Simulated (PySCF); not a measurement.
Cl2HSi(SH), Cl2H2SSi.
SMILES: `S[SiH](Cl)Cl`

Torsions of this conformer, `[SH:1][SiH:2]([Cl:3])[Cl:4]`: H–S1–Si2–Cl3 179°.

The closed-shell ground state was solved at several levels (PySCF, density fitting, gas phase, non-relativistic). One conformer (not necessarily the lowest) at the PBE0-D3(BJ)/def2-TZVP geometry, without solvent, vibrations or thermal averaging.

| level | basis functions | HOMO (eV) | LUMO (eV) | gap (eV) | dipole (D) |
| --- | --- | --- | --- | --- | --- |
| KT3/pcSseg-2 | 200 | -7.01 | -1.33 | 5.68 | 1.57 |
| PBE0/pcSseg-2 | 200 | -8.19 | -0.36 | 7.83 | 1.67 |
| B97-2/pcSseg-2 | 200 | -7.94 | -0.40 | 7.54 | 1.67 |

Problem. Estimate the row for wB97X-D/pcSseg-2, a basis of 200 functions; the other rows only guide the guess.

Solution. HOMO -10.05 eV, LUMO 1.41 eV, gap 11.46 eV, dipole 1.70 D.

Problem. Over all these levels, which gives the widest orbital gap and which the narrowest?

Solution. wB97X-D/pcSseg-2 (range-separated hybrid) has the widest, 11.46 eV, and KT3/pcSseg-2 (GGA) the narrowest, 5.68 eV. From the narrowest to the widest the HOMO moves by -3.04 eV and the LUMO by +2.74 eV.

Problem. In the pcSseg-2 basis, how does the gap go with the fixed share of exact exchange?

Solution. KT3 (0 %) 5.68 eV; B97-2 (21 %) 7.54 eV; PBE0 (25 %) 7.83 eV. Each rise in the share widens the gap here.

Problem. How far do the dipole and the HOMO energy spread over the levels?

Solution. The dipole runs from 1.57 to 1.70 D (mean 1.65 D) and the HOMO from -10.05 to -7.01 eV.
